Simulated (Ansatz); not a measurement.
C$_{2}$H$_{3}$BClF (`C=C(F)BCl`), relaxed with RKS PBE0-D4/def2-TZVP in the Gaussian-basis code of Ansatz from a PBE-D4/def2-SVP geometry. The force threshold is 0.005 eV/Å; the program also tests the step.

Charge 0, multiplicity 1.

Start:

```xyz
8

C    -0.242   -1.092    0.731
C    -0.214   -0.271   -0.345
F    -0.736   -0.700   -1.515
B     0.399    1.154   -0.286
Cl    0.416    2.188   -1.697
H    -0.680   -2.102    0.678
H     0.182   -0.747    1.685
H     0.876    1.570    0.748
```

Task: By how much does the energy fall, and how many steps does the optimiser take? (Best estimate.)

Result: The calculation gave: 3.67 kJ/mol, in 4 steps.

Task: Which bonds change most? (Estimate.)

Result: Computed: C1–C2 from 1.354 to 1.332 Å; B4–H8 from 1.212 to 1.190 Å; C1–H6 from 1.102 to 1.084 Å; C1–H7 from 1.099 to 1.081 Å.

Task: Give the relaxed structure. (An estimate is asked.)

Result: Computed: 
```xyz
8

C    -0.240   -1.080    0.721
C    -0.212   -0.270   -0.337
F    -0.732   -0.701   -1.499
B     0.396    1.144   -0.278
Cl    0.415    2.169   -1.678
H    -0.669   -2.074    0.674
H     0.179   -0.735    1.656
H     0.863    1.547    0.740
```
